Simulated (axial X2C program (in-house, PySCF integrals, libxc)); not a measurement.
**Low determinants of TiS at the PBE0 level, two-component**

Computed with an in-house relativistic program for diatomic molecules. Two-component (2c) means X2C with spin–orbit coupling and atomic mean-field two-electron Coulomb and Gaunt terms. Basis: Ti dyall-cv3z [10s10p6d4f2g], S dyall-av3z [9s8p3d2f] (cores contracted in-house); Gaussian nuclei, density fitting, unrestricted open shells. Masses: Ti 47.948 u, S 31.972 u.

Search at 2.110 Å (vertical energies from the lowest determinant):

```tsv
ΔE (eV)	state	electrons beyond evenly filled partner blocks	electrons in ±ω = 1/2, 3/2, 5/2, 7/2
0.00	Ω = 1	ω = -1/2, ω = 3/2	29 9 0 0
0.03	Ω = 3	ω = 1/2, ω = 5/2	29 8 1 0
0.50	Ω = 2	ω = 1/2, ω = 3/2	29 9 0 0
0.53	Ω = 2	ω = -1/2, ω = 5/2	29 8 1 0
0.82	Ω = 1	ω = -3/2, ω = 5/2	28 9 1 0
1.02	Ω = 4	ω = 3/2, ω = 5/2	28 9 1 0
1.11	Ω = 0	none	30 8 0 0
```

Lowest determinant, Ω = 1 (⟨Sz⟩ = -1.00, ⟨Lz⟩ = 2.00 at PBE0): Re = 2.069 Å, ωe = 585.3 cm⁻¹.

The determinant in row 2 of the search, Ω = 3 (⟨Sz⟩ = 1.00, ⟨Lz⟩ = 2.00 at PBE0), was followed along the bond at PBE0; measured from the minimum of the lowest determinant it gives:

Te = 0.026 eV (210 cm⁻¹), Re = 2.069 Å, ωe = 585.1 cm⁻¹.

(1) Compare the bond of the determinant in row 2 with that of the lowest one.

The search compares states at one distance, so a state with another bond length can lie lower; it is not exhaustive and yields mostly the lowest determinant of each block pattern, so other components and higher states of one pattern are missing. These are energies of single determinants, not of spin-adapted states; PBE0 term energies can be off by some tenths of an eV, and the functional has no current term. Open-shell Ω = 0 determinants with evenly filled partner blocks cannot be reached by this program, so the Ω shown need not be the lowest component.

Answers

(1) At PBE0 its Re is the same within 0.001 Å and its force constant, which goes as ωe², is 1.00 times that of the lowest determinant. T0 ≈ Te + Δωe/2 = 210 + (0) = 210 cm⁻¹.
